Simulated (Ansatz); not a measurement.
Geometry optimisation, RKS B3LYP/6-31G* (Ansatz 0.2.0).

Input file:

```yaml
crystal:
  periodic: [false, false, false]
  atoms:
    - { symbol: B, position_ang: [0.0, 0.0, 0.0] }
    - { symbol: "N", position_ang: [0.0, 0.0, 1.55] }
    - { symbol: H, position_ang: [-0.877, -0.2713, 2.08] }
    - { symbol: H, position_ang: [0.877, 0.2713, 2.08] }
    - { symbol: F, position_ang: [1.1431, 0.0, -0.66] }
    - { symbol: C, position_ang: [-1.3856, 0.0, -0.8] }
    - { symbol: H, position_ang: [-1.9458, -0.9305, -0.5708] }
    - { symbol: H, position_ang: [-1.9898, 0.8797, -0.4946] }
    - { symbol: H, position_ang: [-1.1839, 0.0508, -1.8903] }
basis:
  gaussian: { orbitals: "6-31G*" }
hamiltonian:
  xc: b3lyp
relax:
  f_tol: 0.02
  max_steps: 40
```

Run as:

```bash
$ ansatz run input.yaml --threads 1 --pin off --max-ram 2048MiB --backend cpu --events-out ev --progress --plain --runs-dir out
```

Question: Where does it end, and by what steps?

Answer: It converged. After 18 steps the energy has fallen by 0.604 eV; F5 moved furthest, 0.72 Å.

```json
{"step": "0", "energy less start (eV)": "0.0000", "largest force component (eV/Å)": "3.645", "accepted": "yes"}
{"step": "1", "energy less start (eV)": "-0.4654", "largest force component (eV/Å)": "1.939", "accepted": "yes"}
{"step": "2", "energy less start (eV)": "-0.5450", "largest force component (eV/Å)": "1.411", "accepted": "yes"}
{"step": "3", "energy less start (eV)": "-0.4939", "largest force component (eV/Å)": "1.211", "accepted": "no"}
{"step": "4", "energy less start (eV)": "-0.5690", "largest force component (eV/Å)": "0.138", "accepted": "yes"}
{"step": "5", "energy less start (eV)": "-0.5720", "largest force component (eV/Å)": "0.037", "accepted": "yes"}
{"step": "6", "energy less start (eV)": "-0.5705", "largest force component (eV/Å)": "0.396", "accepted": "no"}
{"step": "7", "energy less start (eV)": "-0.5750", "largest force component (eV/Å)": "0.036", "accepted": "yes"}
{"step": "8", "energy less start (eV)": "-0.5782", "largest force component (eV/Å)": "0.138", "accepted": "yes"}
{"step": "9", "energy less start (eV)": "-0.5741", "largest force component (eV/Å)": "0.427", "accepted": "no"}
{"step": "10", "energy less start (eV)": "-0.5827", "largest force component (eV/Å)": "0.088", "accepted": "yes"}
{"step": "11", "energy less start (eV)": "-0.5869", "largest force component (eV/Å)": "0.065", "accepted": "yes"}
{"step": "12", "energy less start (eV)": "-0.5915", "largest force component (eV/Å)": "0.158", "accepted": "yes"}
{"step": "13", "energy less start (eV)": "-0.5823", "largest force component (eV/Å)": "0.486", "accepted": "no"}
{"step": "14", "energy less start (eV)": "-0.5967", "largest force component (eV/Å)": "0.063", "accepted": "yes"}
{"step": "15", "energy less start (eV)": "-0.5999", "largest force component (eV/Å)": "0.083", "accepted": "yes"}
{"step": "16", "energy less start (eV)": "-0.6012", "largest force component (eV/Å)": "0.188", "accepted": "yes"}
{"step": "17", "energy less start (eV)": "-0.6024", "largest force component (eV/Å)": "0.135", "accepted": "yes"}
{"step": "18", "energy less start (eV)": "-0.6042", "largest force component (eV/Å)": "0.005", "accepted": "yes"}
```

```xyz
9
Properties=species:S:1:pos:R:3
B -0.070 0.178 0.098
N 0.033 -0.168 1.454
H -0.731 -0.560 1.984
H 0.884 -0.041 1.985
F 1.031 0.695 -0.492
C -1.383 0.000 -0.756
H -2.206 -0.470 -0.207
H -1.737 0.973 -1.122
H -1.183 -0.607 -1.649
```

Time of the run: 52 s on 1 thread of Arm Neoverse V1, on a shared host, peak memory 0.16 GiB.
